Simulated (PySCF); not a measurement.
Ga(Br)2(Et), SMILES [Br][Ga]([CH2]C)[Br], singlet (CAM-B3LYP/def2-SVP optimised geometry):

```
10

Ga    -0.283    -0.877     0.000
Br     2.006    -0.877     0.000
Br    -1.260    -2.947     0.000
C     -1.337     0.773     0.000
C     -0.531     2.069     0.010
H     -2.006     0.704     0.874
H     -1.996     0.710    -0.882
H      0.124     2.151    -0.870
H      0.114     2.144     0.898
H     -1.196     2.947     0.009
```

Computed with CAM-B3LYP/def2-TZVP (PySCF).

Task: What are the frontier orbital energies and the dipole moment?

Result: HOMO-2 -9.79 eV, HOMO-1 -9.57 eV, HOMO -9.43 eV, LUMO -0.45 eV, LUMO+1 -0.09 eV; dipole moment 2.81 D.

On the same geometry PBE/def2-TZVP (PySCF) gives HOMO-2 -7.22 eV, HOMO-1 -6.99 eV, HOMO -6.93 eV, LUMO -2.11 eV, LUMO+1 -1.89 eV; dipole moment 2.75 D.

Meta-Löwdin charges at CAM-B3LYP/def2-TZVP: Ga1 0.63, Br2 -0.26, Br3 -0.26, C4 -0.39, C5 -0.31, H6 0.13, H7 0.13, H8 0.11, H9 0.11, H10 0.11.
